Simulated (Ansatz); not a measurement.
Geometry optimisation, Ansatz 0.2.0, RKS PBE0/def2-SVP.

Input:

```yaml
crystal:
  periodic: [false, false, false]
  atoms:
    - { symbol: Si, position_ang: [0.6472, 0.3929, 1.2544] }
    - { symbol: H, position_ang: [1.9897, 0.309, -0.0444] }
    - { symbol: "N", position_ang: [-0.4645, -0.004, 0.084] }
    - { symbol: C, position_ang: [-0.9663, -1.2687, -0.3765] }
    - { symbol: C, position_ang: [0.091, 0.869, -0.8187] }
    - { symbol: H, position_ang: [1.464, 0.6368, -0.8194] }
    - { symbol: H, position_ang: [0.6275, 1.7976, 1.6073] }
    - { symbol: Cl, position_ang: [0.2634, -0.5814, 2.9977] }
    - { symbol: H, position_ang: [-1.8811, -1.1042, -0.9498] }
    - { symbol: H, position_ang: [-0.2408, -1.7837, -1.0134] }
    - { symbol: H, position_ang: [-1.1892, -1.8958, 0.4845] }
    - { symbol: H, position_ang: [-0.3013, 0.7167, -1.8326] }
    - { symbol: H, position_ang: [-0.0397, 1.9159, -0.5733] }
basis:
  gaussian: { orbitals: def2-SVP }
hamiltonian:
  xc: pbe0
relax:
  f_tol: 0.15
  max_steps: 25
  restrain:
    - { distance: [5, 1], at: 1.92, k: 30.0 }
    - { distance: [0, 4], at: 3.17, k: 30.0 }
    - { distance: [0, 1], at: 1.42, k: 30.0 }
    - { distance: [5, 4], at: 1.07, k: 30.0 }
output:
  orbitals: {}
```

Command:

```bash
$ ansatz run input.yaml --threads 2 --pin off --max-ram 3072MiB --backend cpu --events-out ev --progress --plain --runs-dir out
```

Problem. Where does it end, and by what steps?

Solution. The forces met the threshold. The restraints hold the end off the free minimum. After 15 steps the energy has fallen by 2.479 eV (the restraints' own energy left out); Cl8 moved furthest, 1.76 Å. Parted: Si1–C5. Joined: Si1–H2, C5–H6.

```csv
step,energy less start (eV),largest force component (eV/Å),accepted
0,0.0000,4.034,yes
1,-1.2344,3.498,yes
2,-1.3864,7.074,yes
3,-1.1678,5.602,yes
4,-1.2975,5.309,yes
5,-1.4784,4.841,yes
6,-1.6239,4.320,yes
7,-1.7425,3.942,yes
8,-1.8481,3.847,yes
9,-1.9924,3.739,yes
10,-2.1275,3.854,yes
11,-2.2529,3.818,yes
12,-2.3815,3.719,yes
13,-2.4317,3.727,yes
14,-2.4627,3.662,yes
15,-2.4795,3.728,yes
```

```xyz
13
Properties=species:S:1:pos:R:3
Si 0.795 0.298 1.542
H 1.710 1.180 0.829
N -0.061 0.060 -0.069
C -1.217 -0.800 -0.164
C 0.366 0.643 -1.443
H 1.237 1.199 -1.077
H -0.083 0.832 2.611
Cl 1.671 -1.403 2.337
H -2.093 -0.289 -0.612
H -1.021 -1.700 -0.782
H -1.533 -1.163 0.828
H 0.641 -0.158 -2.146
H -0.413 1.302 -1.854
```

Whether the end is a true minimum wasn't checked by a vibrational analysis.

Run time: 69 s on 2 threads of AMD EPYC 7R43 64-Core Processor (Zen 3), on a shared host, peak memory 0.29 GiB.
